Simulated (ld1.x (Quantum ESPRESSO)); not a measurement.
# chromium (Cr): variants of one TM semilocal potential

Base potential:

```
Element                 : chromium (Cr)
Generator               : ld1.x (Quantum ESPRESSO) 7.5
Type                    : norm-conserving Troullier–Martins (semilocal form)
Functional              : LDA (PZ)
Relativity              : scalar-relativistic
Frozen core             : [Ar]
Valence charge          : 6
Reference configuration : 3d5 4s1 4p0
Partial waves           : 4s (bound): rc 2.80 bohr; 3d (bound): rc 1.00 bohr; 4p (bound, empty): rc 3.00 bohr
Local potential         : the p channel
Core correction         : a·sin(br)/r model core inside 0.95 bohr
```

Cutoffs, loose and tight: the cutoffs (Ry, on a coarse ladder) from which the occupation-weighted sum of valence levels, in a spherical-Bessel basis at the reference potential, stays within 10 and 1 mRy of its value at 400 Ry. They do not see the model core or the augmentation charge, which bear on the density cutoff. Test errors are all-electron minus pseudo excitation energies from the reference, over the configurations 3d5 4s0 4p0; 3d4 4s0 4p0; 3d3 4s0 4p0; 3d2 4s0 4p0; 3d5 4s0 4p1; 3d4 4s1 4p1; 3d6 4s0 4p0 (two spin-polarised tests are not counted in the largest error). A dash means not determined; rows that change the core or the reference have their own tests. The largest error is taken over the tests solved by every variant that gives reliable tests at all: 3d2 4s0 4p0; 3d3 4s0 4p0; 3d4 4s0 4p0; 3d4 4s1 4p1; 3d5 4s0 4p0; 3d5 4s0 4p1.

A semilocal file is local in each channel, so a ghost entry of none says nothing of the separable form that plane-wave codes build from it.

| change | outcome | cutoff, loose | cutoff, tight | bound ghosts | largest test error (meV) |
| --- | --- | --- | --- | --- | --- |
| base | generated | 180 Ry | 200 Ry | none | -2996 |
| all radii but the core radius scaled by about 0.93 (s 2.60, p 2.78, d 0.92 bohr) | generated | 200 Ry | 230 Ry | none | -2964 |
| all radii but the core radius scaled by about 1.04 (s 2.92, p 3.14, d 1.04 bohr) | generated | 160 Ry | 180 Ry | none | -3031 |
| all radii but the core radius scaled by about 1.26 (s 3.52, p 3.78, d 1.26 bohr) | generated | 120 Ry | 140 Ry | none | -3248 |

(1) What comes out with this change to the base: all radii but the core radius scaled by about 1.36 (s 3.82, p 4.08, d 1.36 bohr)?

(2) What comes out with this change to the base: all radii but the core radius scaled by about 1.14 (s 3.20, p 3.44, d 1.14 bohr)?

(3) What comes out with this change to the base: all radii but the core radius scaled by about 0.79 (s 2.22, p 2.38, d 0.80 bohr)?

Results:

(1) outcome: generated; cutoff, loose: 110 Ry; cutoff, tight: 140 Ry; bound ghosts: none; largest test error (meV): -3427.

(2) outcome: generated; cutoff, loose: 140 Ry; cutoff, tight: 180 Ry; bound ghosts: none; largest test error (meV): -3143.

(3) outcome: generated; cutoff, loose: 230 Ry; cutoff, tight: 300 Ry; bound ghosts: none; largest test error (meV): -2964.

Reading the sweep of the scale of all radii but the core radius (base = 1) (base included, trends over the rows without a ghost): The loose cutoff falls from 230 Ry at 0.79 to 110 Ry at 1.36. A larger radius leaves more room for a smooth pseudo-wave, so fewer plane waves are needed; a smaller one forces it to follow the all-electron wave where it bends sharply. The median size of the test errors (rows with all tests solved) is not monotonic: lowest 68.8 meV at 0.79, highest 101.6 meV at 1.14.
